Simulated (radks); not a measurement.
Results of a calculation; reference values are marked as such.
Task: Valence configurations of the neodymium ion Nd2+ (all share [Xe]). Level of theory: Dirac Kohn-Sham, LDA (Slater exchange, Perdew-Wang correlation), spin-unpolarised, spherical densities, finite nucleus; open shells are shared between the two j in proportion to 2j + 1; Fermi nuclear charge, rms radius 4.9123 fm (a radial shooting solver on a logarithmic mesh with Libxc functionals). Order these by energy: 4f3 6s1; 4f2 6s1 6p1; 4f1.5 5d2 6s0.5; 4f4; 4f2 6s2; 4f3 6p1; 6s1 6p3; 4f2 6p2; 4f2 5d2; 4f1 6s1 6p2.

Result: From the lowest, in eV above it: 4f4 0.000; 4f3 6s1 4.130; 4f3 6p1 8.298; 4f2 5d2 10.601; 4f2 6s2 15.162; 4f1.5 5d2 6s0.5 17.470; 4f2 6s1 6p1 19.813; 4f2 6p2 24.519; 4f1 6s1 6p2 44.952; 6s1 6p3 80.684. NIST lists [Xe] 4f4 as the ground configuration; this level of theory agrees among the configurations tried. The energies are those of spherical spin-averaged densities, not of single terms.
